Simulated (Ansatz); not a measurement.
```yaml
crystal:
  periodic: [false, false, false]
  atoms:
    - {symbol: Cd, position_ang: [-1.650575, 2.304684, -0.133063]}
    - {symbol: Cd, position_ang: [1.655173, -2.300760, 0.138697]}
    - {symbol: Cd, position_ang: [3.121052, 2.014765, -3.815639]}
    - {symbol: Cd, position_ang: [-3.125650, -2.018709, 3.810004]}
basis:
  gaussian: {orbitals: def2-SVPD}
total_charge: -1
magnetization: {spin_polarized: true, initial_magnetization: 1}
hamiltonian: {xc: {name: revPBE0}}
scf: {omitted_lower_state_checks: [starts]}
output: {forces: true}
```

```sh
$ ansatz run in.yaml --threads 4 --pin off --events-out ev --progress --plain --max-ram 3916MiB
```

Shortened log:

```
Functional definition: revPBE0
1336 factors; integrals over basis functions are off by at most 1.1e-3 eV
mean field evaluation 1: about -18260.6405 eV, gradient 9.6e0 eV
mean field evaluation 2: about -18260.6824 eV, gradient 9.3e0 eV
mean field evaluation 4: about -18260.9973 eV, gradient 2.7e-1 eV
mean field evaluation 8: about -18261.1477 eV, gradient 4.5e-2 eV
mean field evaluation 16: about -18261.1477 eV, gradient 3.4e-4 eV
mean field evaluation 32: about -18261.1477 eV, gradient 2.0e-6 eV
mean field -18261.14772826 eV, -671.0848011630 hartree, gradient 4.6e-7 eV, S^2 0.751213; 0 other end points of the search recorded, 0 dependent functions left out
reference -18261.14777450 eV, -671.0848028623 hartree; 41, 40 occupied and 95, 96 virtual orbitals, 1336 factors
Total energy: -18261.14777450 eV, -671.0848028623 hartree
Atom 0 at    -1.650575     2.304684    -0.133063 Å, force     0.044866    -0.062578     0.003655 eV/Å
Atom 1 at     1.655173    -2.300760     0.138697 Å, force    -0.044933     0.062536    -0.003733 eV/Å
Atom 2 at     3.121052     2.014765    -3.815639 Å, force    -0.003447    -0.002229     0.004290 eV/Å
Atom 3 at    -3.125650    -2.018709     3.810004 Å, force     0.003515     0.002271    -0.004212 eV/Å
Dipole moment:    -0.000039     0.000098     0.000152 e Å
Checks for a lower state left out: starts
```

Q: What is wrong with this run?

A: The coordinates are in bohr but typed as ångström. Self-consistency was reached. The result belongs to that input, not to the species as meant.
